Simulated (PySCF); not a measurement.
Job file and geometry (Å, from GFN2-xTB) of a spin–spin coupling run on SMILES O=C(Br)c1occc1F, C₅H₂BrFO₂, B3LYP/pcJ-1 Br:pcSseg-1 indirect spin-spin coupling, non-relativistic, gas phase in PySCF; density fitting, a coarse starting grid and PySCF grid level 2 are the driver's defaults:

```
$ OMP_NUM_THREADS=1 python probes_run.py task.json out

{"job": {"kind": "j", "xc": "B3LYP", "basis": "pcJ-1"}, "charge": 0, "multiplicity": 1}
O      2.851001     0.574312     0.086459
C      2.005862    -0.255988     0.056491
Br     2.503900    -2.158615     0.061099
C      0.577952    -0.099314     0.014819
O     -0.249640    -1.166146    -0.017465
C     -1.497581    -0.719271    -0.052340
C     -1.544180     0.648559    -0.044789
C     -0.197825     1.052126    -0.001580
F      0.243876     2.295499     0.019394
H     -2.281994    -1.450652    -0.081541
H     -2.405948     1.282159    -0.066510
```

Q: Write the output of this run.

A: 
```
coarse grid: 53840 points
cycle   1  E = -3015.7046539977  dE =  7.234e-01  |g| = 1.243e+00  |ddm| = 3.576e+00
cycle   2  E = -3014.6625594794  dE =  1.042e+00  |g| = 2.518e+00  |ddm| = 2.772e+00
cycle   3  E = -3015.8500995978  dE = -1.188e+00  |g| = 5.263e-01  |ddm| = 2.450e+00
cycle   4  E = -3015.8956992457  dE = -4.560e-02  |g| = 2.471e-01  |ddm| = 6.473e-01
cycle   5  E = -3015.9059670209  dE = -1.027e-02  |g| = 8.014e-02  |ddm| = 2.281e-01
cycle   6  E = -3015.9068942414  dE = -9.272e-04  |g| = 3.120e-02  |ddm| = 6.996e-02
cycle   7  E = -3015.9071032220  dE = -2.090e-04  |g| = 6.206e-03  |ddm| = 2.600e-02
cycle   8  E = -3015.9071094107  dE = -6.189e-06  |g| = 2.656e-03  |ddm| = 7.432e-03
final grid: 113880 points
cycle   9  E = -3015.9070432498  dE =  4.239e-06  |g| = 5.183e-03  |ddm| = 6.288e-03
cycle  10  E = -3015.9070232539  dE =  2.000e-05  |g| = 1.097e-02  |ddm| = 1.274e-02
cycle  11  E = -3015.9070488858  dE = -2.563e-05  |g| = 9.681e-04  |ddm| = 8.660e-03
cycle  12  E = -3015.9070490613  dE = -1.755e-07  |g| = 1.523e-04  |ddm| = 7.966e-04
cycle  13  E = -3015.9070490665  dE = -5.186e-09  |g| = 2.032e-05  |ddm| = 1.506e-04
cycle  14  E = -3015.9070490665  dE = -7.003e-11  |g| = 1.056e-05  |ddm| = 2.483e-05
converged SCF energy = -3015.9070490665

Indirect spin-spin couplings (Hz)
  i      j    bonds     total        FC       PSO       DSO        SD
  0 O    8 F    4    -14.362    -2.139    -5.265    -0.081    -6.876
  1 C    8 F    3     -3.754    -4.227     0.158     0.151     0.162
  1 C    9 H    4      1.394     1.296     0.368    -0.271         -
  1 C   10 H    4      0.665     0.578     0.350    -0.262         -
  3 C    8 F    2     10.753    23.291   -19.822     0.046     7.237
  3 C    9 H    3      6.429     6.527     0.467    -0.564         -
  3 C   10 H    3      4.589     4.627     0.410    -0.448         -
  4 O    8 F    3     15.459     4.759    14.031     0.202    -3.533
  4 O    9 H    2    -21.139   -22.347     1.087     0.120         -
  4 O   10 H    3     -2.339    -2.598    -0.051     0.310         -
  5 C    8 F    3      4.816    10.595    -1.298    -0.372    -4.109
  5 C    9 H    1    216.301   215.699    -0.464     1.066         -
  5 C   10 H    2      8.973    10.202    -0.869    -0.361         -
  6 C    8 F    2     10.981    23.025   -14.815    -0.141     2.912
  6 C    9 H    2     12.949    13.890    -0.495    -0.446         -
  6 C   10 H    1    188.737   187.596     0.158     0.983         -
  7 C    8 F    1   -360.023  -339.609   -20.934     1.004    -0.484
  7 C    9 H    3      8.331     8.484     0.314    -0.468         -
  7 C   10 H    2     -1.131    -0.361    -0.572    -0.199         -
  8 F    9 H    4      3.003     4.128     0.522    -1.658     0.012
  8 F   10 H    3     -1.205     1.359    -1.832    -0.479    -0.253
  9 H   10 H    3      2.567     2.711     0.961    -1.105         -
```

Size and cost of the density-fitted run: 277 basis functions, 58 s wall time on 1 thread of an Arm Neoverse V1, shared host; peak memory 1.2 GiB.
